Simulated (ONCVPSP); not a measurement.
## zinc (Zn): one change to an ONCV potential, before and after

| Item | Value |
| --- | --- |
| Element | zinc |
| Generator | ONCVPSP 4.0.1 |
| Type | optimised norm-conserving Vanderbilt (ONCV) |
| Functional | PBE |
| Relativity | scalar-relativistic |
| Frozen core | [Ar] 3d10 |
| Valence charge | 2 |
| Reference configuration | 4s1 4p1 |
| Partial waves | 4s: rc 1.65 bohr, ncon 4, nbas 8, qcut 3.8 1/bohr, 2 projectors, debl 3.7 Ha; 4p: rc 2.75 bohr, ncon 4, nbas 7, qcut 2.7 1/bohr, 2 projectors, debl 1.2 Ha; d scattering state at 0.26 Ha: rc 2.30 bohr, ncon 4, nbas 9, qcut 4.4 1/bohr, 2 projectors, debl 3.7 Ha |
| Local potential | polynomial inside 1.40 bohr (lpopt 2, dvloc0 4 Ha) |
| Core correction | Teter function, parameters optimised by the program |

Change: p: qcut 1.8.

Cutoffs: the cutoffs (Ha) at which the residual kinetic energy of the hardest occupied pseudo-wave falls to 1 and 0.1 mHa per electron; they do not see the model core or the augmentation charge, which bear on the density cutoff. Errors are all-electron minus pseudo energies relative to the spin-unpolarised reference configuration.

Problem. Predict the effect on cutoff, ghosts and configuration errors.

Solution. The potential gets neither clearly harder nor softer (6.3 Ha and 13 Ha → 6.3 Ha and 13 Ha); of the 4 tests that both files solve, the error grows in 0 and shrinks in 1 by more than 15 % and 0.3 meV (median size 29.1 → 29.5 meV); neither file shows a bound ghost.

| quantity | base | changed |
| --- | --- | --- |
| cutoff, loose | 6.3 Ha | 6.3 Ha |
| cutoff, tight | 13 Ha | 13 Ha |
| loose cutoff by channel | s 6.3 Ha, p 1.7 Ha | s 6.3 Ha, p 1.7 Ha |
| bound ghosts | none | none |
| GHOST(+) flags under 300 eV | d at 122.6 eV | d at 122.6 eV |
| error for 4s2 4p0, meV [ΔE -5.09 eV] | -28 | -29 |
| error for 4s1 4p0, meV [ΔE 4.80 eV] | -30 | -30 |
| error for 4s1.5 4p0, meV [ΔE -1.15 eV] | +1.3 | +1.0 |
| error for 4s0 4p1, meV [ΔE 11.13 eV] | -91 | -92 |
| s: phases at 1.67 bohr within 0.05 rad from the reference energy up to (Ha; the scan ends near 5) | to the end of the scan | to the end of the scan |
| p: phases at 2.80 bohr within 0.05 rad from the reference energy up to (Ha; the scan ends near 5) | 4.5 | 4.5 |
| d: phases at 2.34 bohr within 0.05 rad from the reference energy up to (Ha; the scan ends near 5) | 0.4 | 0.4 |
| rms error of d²Exc/dni dnj with the model core, mHa | 0.10 | 0.09 |

Base: The cutoffs count occupied waves only; projector 2 of the d channel, the hardest unoccupied one, needs 77 Ha at the loose tolerance. Changed file: The cutoffs count occupied waves only; projector 2 of the d channel, the hardest unoccupied one, needs 77 Ha at the loose tolerance.
